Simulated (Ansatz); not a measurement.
Harmonic frequencies (cm⁻¹) at PBE0-D4/def2-TZVP from Ansatz: 50, 78, 95, 226, 238, 310, 395, 483, 505, 571, 614, 735, 862, 936, 941, 973, 981, 1056, 1216, 1259, 1406, 1459, 1489, 1493, 1941, 2206, 2219, 2225, 3037, 3073, 3103, 3110, 3138.

Each molecule was computed in one conformer, which needn't be the lowest.

Task: Which molecule is it?
A. `[CH3][Sb]([CH3])[SiH3]`
B. `C[CH2][SbH][SiH3]`
C. `C[CH](C)[SbH2]`
D. `[CH3][Sb]([CH3])[SiH3]`

Result: B.
